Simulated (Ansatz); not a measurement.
`OB(F)[SiH3]` + H₂O → `OB(O)F` + SiH₄  (formal hydrolysis of a B–Si bond)

Isolated molecules relaxed with PBE0-D4/def2-TZVP in Ansatz; ΔE leaves out vibrations. CCSD(T)/CBS is the MP2 limit (def2-TZVPP, def2-QZVPP) plus CCSD(T) − MP2 in def2-TZVPP, frozen cores. This one scheme is used for every species. DFT in def2-TZVPP. One conformer a species, not always the lowest.

Question: Is it downhill or uphill in electronic energy at CCSD(T)/CBS, and by how much? (Best estimate.)

Answer: The calculation gave: Downhill: ΔE = -146.8 kJ/mol.

Question: What do these levels give: revPBE-D4, PBE0-D4, ωB97M-V, B2PLYP, PBE-QIDH, r2SCAN, r2SCAN0, RPA@PBE/def2-TZVPP, CCSD(T)/def2-SVP, HF/def2-TZVPP, MP2/def2-QZVPP, CCSD/CBS(def2)? (Best estimate.)

Answer: Ansatz gave: revPBE-D4 -134.2, PBE0-D4 -143.7, ωB97M-V -154.0, B2PLYP -156.2, PBE-QIDH -153.4, r2SCAN -152.1, r2SCAN0 -156.9, RPA@PBE/def2-TZVPP -149.0, CCSD(T)/def2-SVP -179.3, HF/def2-TZVPP -179.0, MP2/def2-QZVPP -152.4, CCSD/CBS(def2) -150.5 kJ/mol.

Largest T1 diagnostic among the species: 0.014.

In def2-TZVPP, CCSD(T) changes the Hartree–Fock value by +26.7 kJ/mol (the triples alone add +3.7 kJ/mol) and MP2 by +23.3 kJ/mol. The D4 term adds +3.1 kJ/mol with B3LYP and +1.8 kJ/mol with PBE0; it sums over pairs of atoms, weighted by their polarisabilities, and B3LYP, whose exchange is more repulsive, gets the larger term.

B3LYP here is the variant with VWN-RPA as its local correlation; programs differ in this.
